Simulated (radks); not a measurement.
The numbers below are computed, except where a source is named.
Initial-state core-level shifts of neutral ytterbium when its valence configuration changes from [Xe] 4f14 6s2. Code: a radial shooting solver on a logarithmic mesh with Libxc functionals. Model: scalar-relativistic Kohn-Sham, PBE, spin-polarised, spherical densities, finite nucleus; open shells are filled with parallel spins first (spin-orbit coupling, left out, can overturn this in heavy ions); Fermi nuclear charge, rms radius 5.3108 fm. Shifts are changes of the shell-averaged eigenvalues in eV (positive: less bound); the change of the density at the nucleus, which sets a Mossbauer isomer shift, is in e/bohr^3, on a base of 1.085e+06.

valence                2s       3p       3d       4p  density at nucleus
4f13.5 5d0.5 6s2   -3.565   -3.879   -3.847   -3.740               +24.1
4f14 5d1 6s1       +0.421   +0.406   +0.411   +0.423               -36.3
4f13 6s2 6p1      -10.416  -11.063  -11.004  -10.742               +66.9
4f14 6p2           -2.798   -2.758   -2.763   -2.788               -72.6
4f14 5d2           +0.464   +0.441   +0.449   +0.471               -72.4
4f14 5d0.5 6s1.5   +0.193   +0.185   +0.187   +0.194               -18.7
4f13.5 6s0.5 6p2   -6.906   -7.180   -7.155   -7.074               -31.5
4f13 5d1 6s2       -7.246   -7.941   -7.871   -7.590               +49.5
4f12 5d2 6s2      -15.135  -16.757  -16.596  -15.758              +104.0
